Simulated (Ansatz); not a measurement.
Reaction (ligand exchange at the Si–C bond): `O[SiH2]C[Si](O)(O)O` + `O[SiH](F)F` → `O[SiH2]O[SiH](F)F` + `C[Si](O)(O)O`

Calculated with Ansatz (gas phase, PBE0-D4/def2-TZVP geometries, no zero-point term in ΔE). CCSD(T)/CBS is the MP2 limit (def2-TZVPP, def2-QZVPP) plus CCSD(T) − MP2 in def2-TZVPP, frozen cores. DFT in def2-TZVPP. B3LYP here is the variant with VWN-RPA as its local correlation; programs differ in this. One conformer a species, not always the lowest.

`O[SiH2]C[Si](O)(O)O`:

```xyz
15

O     0.682    1.117   -2.172
Si    1.064    1.506   -0.624
C     1.046   -0.023    0.457
Si   -0.605   -0.850    0.478
O    -0.659   -2.345    1.134
O    -1.705    0.025    1.326
O    -0.996   -1.001   -1.117
H     0.029    0.407   -2.235
H     2.393    2.164   -0.650
H     0.078    2.470   -0.041
H     1.324    0.251    1.481
H     1.799   -0.725    0.084
H    -0.984   -2.406    2.034
H    -1.726    0.972    1.179
H    -1.740   -1.565   -1.334
```

`O[SiH](F)F`:

```xyz
6

O     1.100   -0.359    0.532
Si   -0.372    0.095    0.048
F    -0.975   -0.934   -0.994
F    -0.323    1.486   -0.708
H     1.810   -0.477   -0.100
H    -1.239    0.190    1.222
```

`O[SiH2]O[SiH](F)F`:

Cartesian coordinates in Å:
```
O 2.109 0.761 0.726
Si 0.798 -0.136 1.108
O -0.151 -0.387 -0.206
Si -1.367 -0.022 -1.182
F -2.422 -1.199 -1.161
F -2.113 1.274 -0.665
H 2.823 0.350 0.238
H 1.192 -1.479 1.590
H 0.049 0.646 2.112
H -0.916 0.192 -2.559
```

`C[Si](O)(O)O`:

Z-matrix (Å, degrees):
```
C
Si 1 1.847
H 1 1.092 2 110.3
H 1 1.092 2 110.9 3 120.0
H 1 1.093 2 111.2 3 -119.5
O 2 1.639 1 113.1 3 -57.4
O 2 1.647 1 112.4 3 -174.5
O 2 1.637 1 105.6 3 62.1
H 6 0.958 2 116.0 1 -107.2
H 7 0.958 2 117.9 1 -59.1
H 8 0.959 2 116.8 1 -166.6
```

| level | ΔE (kJ/mol) | difference from CCSD(T)/CBS |
| --- | --- | --- |
| PBE-D4 | -87.8 | 16.2 |
| PBE0-D4 | -93.3 | 10.7 |
| B3LYP-D4 | -106.0 | -2.0 |
| B2PLYP | -110.9 | -6.9 |
| PBE | -92.6 | 11.4 |
| r2SCAN | -101.6 | 2.4 |
| B3LYP | -113.7 | -9.7 |
| HF/def2-QZVPP | -138.0 | -34.0 |
| MP2/def2-QZVPP | -104.4 | -0.4 |
| HF/CBS(def2) | -138.4 | -34.4 |
| CCSD(T)/CBS | -104.0 | 0 |

Largest T1 diagnostic among the species: 0.012.

The D4 term adds +7.7 kJ/mol with B3LYP and +4.2 kJ/mol with PBE0; it sums over pairs of atoms, weighted by their polarisabilities, and B3LYP, whose exchange is more repulsive, gets the larger term. In def2-TZVPP, CCSD(T) changes the Hartree–Fock value by +31.9 kJ/mol (the triples alone add +5.1 kJ/mol) and MP2 by +32.1 kJ/mol. From PBE to PBE0 (25 % exact exchange), in def2-TZVPP and without D4, ΔE moves by −4.9 kJ/mol.
